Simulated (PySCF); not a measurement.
Te(H)(Me) (CH₄Te), SMILES C[TeH]. Coordinates come from a B3LYP-D3(BJ)/def2-TZVP optimisation. The def2 effective core potentials stand for the cores of Te; spin–orbit coupling is left out.

Level of theory: B3LYP-D3(BJ)/def2-TZVP run with PySCF.

Harmonic wavenumbers (cm⁻¹): 154, 513, 600, 847, 906, 1264, 1465, 1475, 2114, 3071, 3162, 3177. Rotational constants (GHz): 84.82, 7.298, 7.022; symmetry number 1.

Work out the zero-point energy and the ideal-gas rigid-rotor harmonic-oscillator thermochemistry at 298.15 K and 1 atm.

ZPE = ½ Σ hcν = ½ × 18746 cm⁻¹ = 112.13 kJ/mol. H − E(el) = 125.07 kJ/mol. Entropy in J/(mol K): translation 170.70, rotation 91.34, vibration 17.02, total 279.06. G − E(el) = 41.87 kJ/mol. Cp = 56.52 J/(mol K).
